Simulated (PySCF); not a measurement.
Rigid-rotor lines calculated for a species of formula [C8H10FN2]+ (commonest isotopes; PySCF, PBE0-D3(BJ)/def2-SVP geometry optimisation, gas phase), labelled J(Ka,Kc):

```csv
transition,MHz
"2(1,2) ← 1(1,1)",2640.2
"1(0,1) ← 0(0,0)",1405.2
"2(0,2) ← 1(0,1)",2796.8
"2(1,1) ← 1(1,0)",2980.5
```

Q: Find the rotational constants.

A: 1(0,1) ← 0(0,0) is B + C, 2(1,1) ← 1(1,0) is 3B + C and 2(1,2) ← 1(1,1) is B + 3C, so B − C is half the difference of the last two, 170.2 MHz. A enters only through 2(0,2) ← 1(0,1) = 2A + B + C − 2√((B − C)² + (A − C)(A − B)). A = 2301, B = 787.7, C = 617.5 MHz.

Q: What moments of inertia, asymmetry and inertial defect follow?

A: I = 505379 MHz·u·Å² over each constant: Ia = 219.60, Ib = 641.63, Ic = 818.42 u·Å²; κ = (2B − A − C)/(A − C) = -0.798 (asymmetric top); Δ = Ic − Ia − Ib = -42.81 u·Å².

Q: Which dipole components do these lines need?

A: μa (a-type: ΔKa even, ΔKc odd). The calculation gives |μa| = 6.93 D, |μb| = 0.04 D, |μc| = 0.01 D, about the centre of mass.

Q: Where do these fall, and of which type are they? 3(2,2) ← 2(2,1); 3(1,3) ← 2(1,2); 3(0,3) ← 2(0,2); 4(1,3) ← 3(1,2); 4(0,4) ← 3(0,3); 2(1,1) ← 2(1,2); 4(2,3) ← 3(2,2); 4(1,4) ← 3(1,3); 4(2,2) ← 3(2,1); 4(3,2) ← 3(3,1).

A: 
| transition | MHz | type | branch |
| --- | --- | --- | --- |
| 2(1,1) ← 2(1,2) | 510 | a | Q |
| 3(1,3) ← 2(1,2) | 3952 | a | R |
| 3(0,3) ← 2(0,2) | 4162 | a | R |
| 3(2,2) ← 2(2,1) | 4215 | a | R |
| 4(1,4) ← 3(1,3) | 5255 | a | R |
| 4(0,4) ← 3(0,3) | 5490 | a | R |
| 4(2,3) ← 3(2,2) | 5610 | a | R |
| 4(3,2) ← 3(3,1) | 5646 | a | R |
| 4(2,2) ← 3(2,1) | 5741 | a | R |
| 4(1,3) ← 3(1,2) | 5932 | a | R |

Q: Which structure gave them?

A: `C[N+]1=CC(C2(F)CC2)=NC=C1`. Three constants can't fix a structure by themselves; this is the one that was computed:
```xyz
21
C8H10FN2 angstrom
C      2.931   -0.819    0.600
N      1.697   -0.248    0.045
C      1.755    0.644   -0.959
C      0.560    1.140   -1.477
N     -0.620    0.763   -1.016
C     -0.663   -0.124   -0.020
C     -1.965   -0.553    0.506
F     -1.826   -1.463    1.504
C     -3.107    0.421    0.594
C     -3.152   -0.682   -0.406
C      0.513   -0.647    0.532
H      3.068   -1.832    0.199
H      3.781   -0.189    0.317
H      2.850   -0.859    1.693
H      2.738    0.941   -1.323
H      0.584    1.868   -2.294
H     -2.918    1.440    0.245
H     -3.716    0.325    1.496
H     -2.996   -0.444   -1.461
H     -3.792   -1.543   -0.195
H      0.505   -1.371    1.348
```

The values belong to one conformer with, in the numbering `[CH3:1][n+:2]1[cH:3][cH:4][n:5][c:6]([C:7]2([F:8])[CH2:9][CH2:10]2)[cH:11]1`, N5–C6–C7–F8 179°. Not checked by PBE0-D3(BJ)/def2-SVP frequencies. Zero-point vibration and centrifugal distortion are left out. A rigid rotor knows nothing of internal rotation, which can split or shift real lines. Quadrupole hyperfine structure (14N) is left out.
